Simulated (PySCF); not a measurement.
singlet silylene (H₂Si), singlet, at a GFN2-xTB geometry; PBE0/aug-cc-pVDZ, TDA (PySCF).

Input for PySCF:
```python
from pyscf import gto, scf, dft, tdscf

mol = gto.M(
    atom='''
Si   -0.006668   -0.002780    0.122759
H     0.047787    1.131724   -0.834069
H     0.045568   -1.092808   -0.884561
''',
    basis='aug-cc-pvdz',
    charge=0,
    spin=0,
    verbose=4,
)

mf = dft.RKS(mol)
mf.xc = 'pbe0'
mf.kernel()
td = mf.TDA()
td.nstates = 5
td.kernel()
td.analyze()
```

### Question
Predict the main parts of the log of this PySCF run.

### Answer

```
PySCF version 2.14.0

[INPUT] verbose = 4
[INPUT] num. atoms = 3
[INPUT] num. electrons = 16
[INPUT] charge = 0
[INPUT] spin (= nelec alpha-beta = 2S) = 0
[INPUT] symmetry False subgroup None
[INPUT] Mole.unit = angstrom
[INPUT] Symbol           X                Y                Z      unit          X                Y                Z       unit  Magmom
[...]
nuclear repulsion = 10.214761496596
number of shells = 18
number of NR pGTOs = 72
number of NR cGTOs = 45
basis = aug-cc-pvdz
ecp = {}

******** <class 'pyscf.dft.rks.RKS'> ********
method = RKS
initial guess = minao
damping factor = 0
level_shift factor = 0
DIIS = <class 'pyscf.scf.diis.CDIIS'>
diis_start_cycle = 1
diis_space = 8
diis_damp = 0
SCF conv_tol = 1e-09
SCF conv_tol_grad = None
SCF max_cycles = 50
direct_scf = True
direct_scf_tol = 1e-13
XC library pyscf.dft.libxc version 7.1.2
    S. Lehtola, C. Steigemann, M. J. T. Oliveira, and M. A. L. Marques,  SoftwareX 7, 1–5 (2018)
XC functionals = pbe0
    C. Adamo and V. Barone,  J. Chem. Phys. 110, 6158 (1999)
    M. Ernzerhof and G. E. Scuseria,  J. Chem. Phys. 110, 5029 (1999)
radial grids:
    Treutler-Ahlrichs [JCP 102, 346 (1995); DOI:10.1063/1.469408] (M4) radial grids

becke partition: Becke, JCP 88, 2547 (1988); DOI:10.1063/1.454033
pruning grids: <function nwchem_prune>
grids dens level: 3
symmetrized grids: False
atomic radii adjust function: <function treutler_atomic_radii_adjust>
small_rho_cutoff = 0
Set gradient conv threshold to 3.16228e-05
Initial guess from minao.
tot grids = 38800
init E= -290.314712962431
[...]
cycle= 1 E= -290.473079005428  delta_E= -0.158  |g|= 0.0945  |ddm|= 1.19
[...]
cycle= 2 E= -290.47580789199  delta_E= -0.00273  |g|= 0.0376  |ddm|= 0.395
[...]
cycle= 3 E= -290.476399602231  delta_E= -0.000592  |g|= 0.00615  |ddm|= 0.0731
[...]
cycle= 4 E= -290.476417543249  delta_E= -1.79e-05  |g|= 0.000408  |ddm|= 0.012
[...]
cycle= 5 E= -290.476417645452  delta_E= -1.02e-07  |g|= 9.02e-05  |ddm|= 0.0018
[...]
cycle= 6 E= -290.476417649844  delta_E= -4.39e-09  |g|= 8.97e-06  |ddm|= 0.000276
[...]
cycle= 7 E= -290.476417649906  delta_E= -6.14e-11  |g|= 8.89e-07  |ddm|= 3.4e-05
[...]
Extra cycle  E= -290.476417649906  delta_E= -5.12e-13  |g|= 3.34e-07  |ddm|= 2.64e-06
converged SCF energy = -290.476417649906

******** <class 'pyscf.tdscf.rks.TDA'> for <class 'pyscf.dft.rks.RKS'> ********
nstates = 5 singlet
deg_eia_thresh = 1.000e-03
wfnsym = None
conv_tol = 1e-05
eigh lindep = 1e-12
eigh level_shift = 0
eigh max_cycle = 100

Excitation energies (eV)
[2.23467132 4.71998487 5.72891837 6.44635266 6.78716609]

** Singlet excitation energies and oscillator strengths **
Excited State   1:      2.23467 eV    554.82 nm  f=0.0220
       8 -> 9        -0.70074
Excited State   2:      4.71998 eV    262.68 nm  f=0.0000
       7 -> 9         0.70583
Excited State   3:      5.72892 eV    216.42 nm  f=0.1630
       8 -> 10        0.70386
Excited State   4:      6.44635 eV    192.33 nm  f=0.1140
       8 -> 11       -0.67108
       8 -> 13        0.19130
Excited State   5:      6.78717 eV    182.67 nm  f=0.0037
       8 -> 12       -0.68736
       8 -> 15        0.15824

** Transition electric dipole moments (AU) **
state          X           Y           Z        Dip. S.      Osc.
  1        -0.6335      0.0014     -0.0344      0.4025      0.0220
  2         0.0000     -0.0000     -0.0000      0.0000      0.0000
  3         0.0584      0.0244     -1.0758      1.1613      0.1630
  4        -0.0008     -0.8495     -0.0193      0.7220      0.1140
  5         0.0081      0.0034     -0.1482      0.0220      0.0037

** Transition velocity dipole moments (imaginary part, AU) **
state          X           Y           Z        Dip. S.      Osc.
  1         0.0490     -0.0001      0.0027      0.0024      0.0195
  2         0.0000     -0.0000     -0.0000      0.0000      0.0000
  3         0.0113      0.0047     -0.2078      0.0433      0.1372
  4        -0.0001     -0.1272     -0.0029      0.0162      0.0455
  5         0.0024      0.0010     -0.0446      0.0020      0.0053

** Transition magnetic dipole moments (imaginary part, AU) **
state          X           Y           Z
  1         0.0014      1.3550      0.0308
  2        -0.0673     -0.0281      1.2396
  3         0.0000      0.0000     -0.0000
  4        -0.6030      0.0013     -0.0327
  5         0.0000      0.0000      0.0000
```
